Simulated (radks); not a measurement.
Results of a calculation; reference values are marked as such.
Radial electron density D(r) = 4 pi r^2 rho(r) of an atom or ion with 40 electrons. Level of theory: non-relativistic Kohn-Sham, PBE, spin-polarised, spherical densities, point nucleus (a radial shooting solver on a logarithmic mesh with Libxc functionals).

```
   r/bohr * D(r) (the largest magnitude, 59, reaches the edge; | marks zero)
  0.00663 |            *
 0.008913 |                   *
  0.01208 |                            *
  0.01637 |                                     *
  0.02219 |                                            *
  0.02983 |                                             *
  0.04043 |                                         *
  0.05479 |                                      *
  0.07426 |                                           *
  0.09984 |                                                     *
   0.1353 |                                                      *
   0.1834 |                                         *
   0.2485 |                                  *
   0.3341 |                                        *
   0.4528 |                                     *
   0.6137 |                   *
   0.8318 |        *
    1.118 |        *
    1.516 |     *
    2.054 |  *
    2.784 |*
    3.743 |*
    5.072 *
    6.874 *
    9.316 *
    12.53 *
```

What is the nuclear charge?

Answer. Z = 40. The innermost maximum, from 1s, lies near 1/Z = 0.025 bohr (found: 0.0273), and its height grows with Z. The density is that of neutral zirconium in [Kr] 4d2 5s2; the configuration itself is not fixed sharply by these data, and Z only to a few units. D(r) has 4 maxima, at r = 0.0273, 0.118, 0.371, 1.02 bohr, and minima at 0.0544, 0.239, 0.992 bohr, inside which lie 2.05, 11.12, 29.67 electrons.
